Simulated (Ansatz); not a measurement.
Reaction (substitution at a C–Ge bond): `O=[C](O)[GeH3]` + `O[SiH2][SiH3]` → `O=C(O)O[SiH2][SiH3]` + GeH₄

Calculated with Ansatz (gas phase, PBE0-D4/def2-TZVP geometries, no zero-point term in ΔE). CBS: MP2 limit from def2 TZ/QZ plus the TZ coupled-cluster correction, frozen cores. Functionals use def2-TZVPP. B3LYP here is the variant with VWN-RPA as its local correlation; programs differ in this. For Ge outer-core shells are correlated without core-valence functions, which leaves a few kJ/mol of doubt a bond. Scalar relativity is left out up to krypton. One conformer a species, not always the lowest.

Is it downhill or uphill in electronic energy at CCSD(T)/CBS, and by how much? (Estimate.)

Computed: Downhill: ΔE = -22.2 kJ/mol.

What do these levels give: B3LYP-D4, B3LYP, MP2/def2-TZVPP, CCSD(T)/def2-TZVPP, MP2/def2-QZVPP, HF/CBS(def2)? (Estimate.)

The calculation gave: B3LYP-D4 -27.1, B3LYP -21.4, MP2/def2-TZVPP -22.7, CCSD(T)/def2-TZVPP -26.2, MP2/def2-QZVPP -20.3, HF/CBS(def2) -45.0 kJ/mol.

Largest T1 diagnostic among the species: 0.015.

The D4 term adds −5.7 kJ/mol with B3LYP and −3.2 kJ/mol with PBE0; it sums over pairs of atoms, weighted by their polarisabilities, and B3LYP, whose exchange is more repulsive, gets the larger term. In def2-TZVPP, CCSD(T) changes the Hartree–Fock value by +18.9 kJ/mol (the triples alone add +1.6 kJ/mol) and MP2 by +22.4 kJ/mol. From PBE to PBE0 (25 % exact exchange), in def2-TZVPP and without D4, ΔE moves by −9.2 kJ/mol.
